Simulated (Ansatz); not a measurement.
Geometry optimisation, DFT PBEsol, scalar-relativistic, plane waves, PAW (Ansatz).

Input:

```yaml
accuracy: low
crystal:
  lattice:
    - [10.83, 0.0, 0.0]
    - [0.0, 5.105311, 0.0]
    - [0.0, 0.0, 14.552655]
  atoms:
    - { symbol: Cu, position: [0.0, 0.0, 0.068716] }
    - { symbol: Cu, position: [0.3333333, 0.0, 0.068716] }
    - { symbol: Cu, position: [0.6666667, 0.0, 0.068716] }
    - { symbol: Cu, position: [0.0, 0.5, 0.068716] }
    - { symbol: Cu, position: [0.3333333, 0.5, 0.068716] }
    - { symbol: Cu, position: [0.6666667, 0.5, 0.068716] }
    - { symbol: Cu, position: [0.1666667, 0.25, 0.1564201] }
    - { symbol: Cu, position: [0.5, 0.25, 0.1564201] }
    - { symbol: Cu, position: [0.8333333, 0.25, 0.1564201] }
    - { symbol: Cu, position: [0.1666667, 0.75, 0.1564201] }
    - { symbol: Cu, position: [0.5, 0.75, 0.1564201] }
    - { symbol: Cu, position: [0.8333333, 0.75, 0.1564201] }
    - { symbol: Cu, position: [0.0, 0.0, 0.2441242] }
    - { symbol: Cu, position: [0.3333333, 0.0, 0.2441242] }
    - { symbol: Cu, position: [0.6666667, 0.0, 0.2441242] }
    - { symbol: Cu, position: [0.0, 0.5, 0.2441242] }
    - { symbol: Cu, position: [0.3333333, 0.5, 0.2441242] }
    - { symbol: Cu, position: [0.6666667, 0.5, 0.2441242] }
    - { symbol: O, position: [0.3422116, 0.4891183, 0.3836176] }
    - { symbol: H, position: [0.3194046, 0.4557673, 0.4475235] }
basis:
  ecutwfc: 420.0
kpoints:
  mp_grid: { grid: [1, 2, 1] }
hamiltonian:
  xc: pbesol
  pseudopotentials: { kind: paw, azcp: { folder: soft_1 } }
scf:
  occupations: { method: fermi_dirac, width: 0.15 }
  lower_state_search: "off"
relax:
  f_tol: 0.08
  max_steps: 25
  adjacent_minimum: "off"
  constraints: [{ sites: [0, 1, 2, 3, 4, 5] }]
output:
  write_density: true
  write_potential: true
  elf: true
  volumetric_format: npy
```

Command:

```bash
$ ansatz run input.yaml --threads 2 --pin off --max-ram 5120MiB --backend cpu --events-out ev --progress --plain --runs-dir out
```

Where does it end, and by what steps?

The run converged. The force dipped under the threshold on the way, but the program's further checks kept it going. Limits of this set-up: coarse k mesh, thin slab, slab without dipole correction, odd electron count without spin, PAW files made for another functional, low accuracy level. After 15 steps the energy has fallen by 1.737 eV; H20 moved furthest, 2.01 Å. Joined: Cu14–O19 (3.22 → 1.92 Å).

```tsv
step	energy less start (eV)	largest force component (eV/Å)	accepted
0	0.0000	1.734	yes
1	-0.4691	1.298	yes
2	-0.7711	1.140	yes
3	-0.8951	0.623	yes
4	-1.0130	0.714	yes
5	-1.1757	0.584	yes
6	-1.3858	0.534	yes
7	-1.5625	0.458	yes
8	-1.6416	0.538	yes
9	-1.6957	0.259	yes
10	-1.7148	0.198	yes
11	-1.7298	0.048	yes
12	-1.7298	0.048	yes
13	-1.7337	0.276	yes
14	-1.7366	0.036	yes
15	-1.7367	0.034	yes
```

```xyz
20
Lattice="10.8300 0.0000 0.0000 0.0000 5.1053 0.0000 0.0000 0.0000 14.5527" Properties=species:S:1:pos:R:3
Cu 0.000 0.000 1.000
Cu 3.610 0.000 1.000
Cu 7.220 0.000 1.000
Cu 0.000 2.553 1.000
Cu 3.610 2.553 1.000
Cu 7.220 2.553 1.000
Cu 1.784 1.276 2.139
Cu 5.439 1.276 2.119
Cu 9.018 1.276 2.155
Cu 1.816 3.828 2.202
Cu 5.405 3.828 2.167
Cu 9.017 3.829 2.164
Cu -0.032 0.002 3.378
Cu 3.652 -0.033 3.428
Cu 7.224 -0.001 3.378
Cu -0.032 2.549 3.378
Cu 3.651 2.581 3.428
Cu 7.224 2.552 3.378
O 3.424 1.274 4.817
H 2.491 1.272 5.104
```

Run time: 2.6 min on 2 threads of Intel(R) Xeon(R) Platinum 8488C (Sapphire Rapids), with other jobs on the host, peak memory 1.8 GiB.
